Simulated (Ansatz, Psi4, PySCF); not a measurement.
C4H10BrFSi, singlet, at a GFN2-xTB geometry, atoms displaced at random by about 0.08 Å a coordinate. Base run: B3LYP/STO-3G, gradient in PySCF.

Input for PySCF:
```python
from pyscf import gto, scf, dft

mol = gto.Mole()
mol.atom = '''
    C     2.61662643   -0.80158620   -0.78814539
    C     1.30113311   -1.27141602   -1.09852407
    Si   -0.01772347    0.23851062   -0.67808330
    F     0.51279967    1.58775106   -1.30756586
    Br    0.07631183    0.36230571    1.49554423
    C    -1.90332292   -0.23791974   -0.96022725
    C    -2.63903687   -1.35685270   -0.57323413
    H     2.84764648    0.14700965   -1.29016124
    H     2.70596637   -0.78962661    0.19910246
    H     3.32025970   -1.57309491   -1.19449484
    H     0.88820226   -2.22149614   -0.78809130
    H     1.04143052   -1.36211750   -2.33406266
    H    -2.58259977    0.67881121   -1.00946175
    H    -1.84697742   -0.34573380   -2.31075914
    H    -2.03871731   -2.20916162   -0.75014112
    H    -2.50163214   -1.17691028    0.79252738
    H    -3.55164328   -1.51080161   -0.74209496
'''
mol.basis = 'sto-3g'
mol.verbose = 4
mol.build()

mf = dft.RKS(mol)
mf.xc = 'b3lyp'
mf.kernel()
g = mf.nuc_grad_method()
grad = g.kernel()
```

Programs used: Ansatz (a first-principles code), Psi4, PySCF; a row that names a program was run with it.

The coordinate followed is y of atom 3.

The base run was repeated with changes; each row names its change, and settings that it needs were set with it.

```csv
change,dE/dx (Eh/bohr),net force (Eh/bohr)
base,0.098275,0.000196
grids.level = 5; grid_response = off,0.098281,0.000021
finite difference step (bohr) = 0.2; conv_tol = 1e-11,[?],-
conv_tol = 1e-11,0.098275,0.000196
density fitting = on; auxbasis_response = off,0.098433,0.002651
finite difference step (bohr) = 1e-5; conv_tol = 1e-11,0.098282,-
grids.level = 1; grid_response = on,0.098576,0.000000
finite difference step (bohr) = 0.05; conv_tol = 1e-11,0.098497,-
code = ansatz,0.098285,0.000000
code = psi4,0.098282,0.000454
conv_tol = 1e-6,0.098288,0.000196
finite difference step (bohr) = 0.01; conv_tol = 1e-11,0.098292,-
```

Question: What belongs in the gaps?

Answer: 
- finite difference step (bohr) = 0.2; conv_tol = 1e-11, dE/dx (Eh/bohr): 0.101703

The net force is zero for an exact gradient.
